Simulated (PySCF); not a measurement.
## Vibration and rotation of SrCl

PBE0 constants of SrCl, ²Σ⁺ (doublet), unpaired electrons σ ↑ (PySCF, spin-free X2C with a Gaussian nucleus, basis sets Sr x2c-TZVPall, Cl x2c-TZVPall; masses 87.9056 and 34.9689 u):

```
ωe            : 306.8 cm⁻¹
ωexe          : 1.05 cm⁻¹
Be            : 0.10277 cm⁻¹
αe            : 0.000469 cm⁻¹
De to Sr + Cl : 4.34 eV
```

(1) What force constant and bond length do these constants imply?

(2) Estimate the centrifugal constant D from the Kratzer relation and find the Dunham coefficient a1.

Spin–orbit coupling is left out. The state was picked by a PBE0 search and need not be the measured ground state.

Results:

(1) Reduced mass μred = 25.017 u; k = 5.8918×10⁻⁷·μred·ωe² (u, cm⁻¹, mdyn/Å) = 1.39 mdyn/Å; Re = √(16.8576/(μred·Be)) (u, cm⁻¹, Å) = 2.561 Å.

(2) D = 4Be³/ωe² = 4.61e-08 cm⁻¹; a1 = −1 − αeωe/(6Be²) = -3.27.
